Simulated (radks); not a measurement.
Question: These are the eigenvalues of the occupied orbitals of an atom or ion with whole-number occupations (hartree). Method: Dirac Kohn-Sham, LDA (Slater exchange, Perdew-Wang correlation), spin-unpolarised, spherical densities, finite nucleus; Fermi nuclear charge, rms radius of each element as measured or else 0.836 A^(1/3) + 0.57 fm; computed with a radial shooting solver on a logarithmic mesh with Libxc functionals.

1s1/2: -1216.536
2s1/2: -193.5751
2p1/2: -182.1391
2p3/2: -171.1736
3s1/2: -44.23664
3p1/2: -39.50147
3p3/2: -37.43116
3d3/2: -29.06426
3d5/2: -28.62745
4s1/2: -12.77691
4p1/2: -11.08239
4p3/2: -10.64330
4d3/2: -7.85466
4d5/2: -7.77824

Which element is it, and in what charge state? The configuration may be excited. Open shells, if any, fill j = l - 1/2 first.

Answer: Z = 53, iodine, charge +10: I10+ in [Kr] 4d7. The list shows which subshells hold electrons but not how many an open one holds; the 1s level, -1216.5 hartree, gives Z - s = 49.3 by -(Z - s)^2/2, which with screening and relativity narrows Z to a few neighbours, and the depths of the outer levels then fix element, charge and occupations together.
